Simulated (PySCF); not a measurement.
Spin states and ions at one geometry of [La(P5)]2+

PySCF 2.14.0, RKS PBE0, La def2-SVP with ECP46, P def2-SVP; non-relativistic Hamiltonian with scalar-relativistic core potentials where named; density fitting; no spin-orbit coupling; singlets restricted, open shells unrestricted. The geometry is relaxed for charge +2, singlet, vacuum:

```xyz
6

La    0.0000    0.0000   -1.3219
P     1.8210    0.0000    1.1461
P     0.5627    1.7319    1.1461
P    -1.4732    1.0703    1.1461
P    -1.4732   -1.0704    1.1461
P     0.5627   -1.7319    1.1461
```

Energies count from the relaxed state; an electron taken off or put on is at rest in vacuum. Charges and spins are Mulliken's.

**Question.** Order these states by energy, lowest first.
A. charge +2, triplet, vacuum
B. charge +2, singlet, vacuum
C. charge +1, doublet, vacuum
D. charge +3, doublet, vacuum

**Answer.** C (-11.27 eV), B (0.00 eV), A (1.36 eV), D (17.34 eV).

**Question.** How do charge and spin on the first atom follow?

**Answer.** 
```json
{"state": "charge +2, singlet, vacuum", "spin squared": "0.00", "charge on La1 (e)": "1.49", "spin on La1 (e)": "0.00", "dipole about the centre of mass (D)": "6.66"}
{"state": "charge +2, triplet, vacuum", "spin squared": "2.02", "charge on La1 (e)": "1.36", "spin on La1 (e)": "0.50", "dipole about the centre of mass (D)": "5.20"}
{"state": "charge +3, doublet, vacuum", "spin squared": "0.76", "charge on La1 (e)": "1.71", "spin on La1 (e)": "-0.03", "dipole about the centre of mass (D)": "3.26"}
{"state": "charge +1, doublet, vacuum", "spin squared": "0.76", "charge on La1 (e)": "1.07", "spin on La1 (e)": "0.65", "dipole about the centre of mass (D)": "8.05"}
```

With an electron taken off (doublet) the charges change, summed by element, by La +0.22 e, P +0.78 e. The vertical ionisation energy is 17.34 eV, against −ε(HOMO) = 15.62 eV of the relaxed state. The level lies 1.7 eV too high, as is usual for semilocal functionals and global hybrids, which keep a self-interaction error.

With an electron put on (doublet) the charges change, summed by element, by La -0.42 e, P -0.58 e. The vertical electron affinity is 11.27 eV, against −ε(LUMO) = 12.91 eV of the relaxed state.

Open shells may have lower solutions than those found. Hard to converge, so the more doubtful: charge +2, triplet, vacuum.
